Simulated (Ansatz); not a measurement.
`[F][Zn][N]([SiH3])[SiH3]` + H₂O → `[OH][Zn][N]([SiH3])[SiH3]` + H–F at 298.15 K and 1 bar (formal hydrolysis of a Zn–F bond).

Computed with Ansatz on PBE0-D4/def2-TZVP structures; ΔE is electronic, products minus reactants. CCSD(T)/CBS is the MP2 limit (def2-TZVPP, def2-QZVPP) plus CCSD(T) − MP2 in def2-TZVPP, frozen cores. This one scheme is used for every species. For Zn outer-core shells are correlated without core-valence functions, which leaves a few kJ/mol of doubt a bond. Scalar relativity is left out up to krypton. One conformer a species, not always the lowest.

| species | CCSD(T)/CBS energy (Eh) | H − E (kJ/mol) | S (J/(mol·K)) |
| --- | --- | --- | --- |
| `[F][Zn][N]([SiH3])[SiH3]` | -2514.72709 | 179.2 | 402.0 |
| H₂O | -76.37941 | 66.4 | 188.7 |
| `[OH][Zn][N]([SiH3])[SiH3]` | -2490.69892 | 209.9 | 420.5 |
| H–F | -100.39570 | 33.5 | 173.6 |

H − E and S are ideal-gas, rigid-rotor, harmonic terms from PBE0-D4/def2-TZVP, for one conformer and one mirror image of each species. 1 Eh = 2625.50 kJ/mol, R = 8.31446 J/(mol·K).

Task: By hand: ΔE, ΔH, ΔS and ΔG.

Result: ΔE = (-2490.69892) + (-100.39570) − (-2514.72709) − (-76.37941) = 0.01188 Eh = 31.2 kJ/mol. Δ(H − E) = 209.9 + 33.5 − 179.2 − 66.4 = -2.2, so ΔH = 29.0 kJ/mol. ΔS = 420.5 + 173.6 − 402.0 − 188.7 = 3.4 J/(mol·K). ΔG = 29.0 − 298.15 × (3.4)/1000 = 28.0 kJ/mol.

Task: By hand: the equilibrium constant, and the temperature at which ΔG would vanish if ΔH and ΔS stayed fixed.

Result: log₁₀ K = −ΔG/(RT ln 10) = -4.9. ΔG = 0 at ΔH/ΔS = 8529 K, far beyond where these terms or the molecules hold.

The number of gas molecules stays the same, so ΔS is small and ΔH decides. A doubt of 5 kJ/mol in ΔE shifts log₁₀ K by 0.9 here. Other conformers and mirror images would add mixing entropy, several J/(mol·K) or more a flexible species. Modes under 60 cm⁻¹, often nearly free rotors, make the harmonic entropy too high. These are equilibria of isolated gas molecules and say nothing of rates. Largest T1 diagnostic: 0.016 (customary marks: 0.02 for closed shells, 0.045 for open ones).
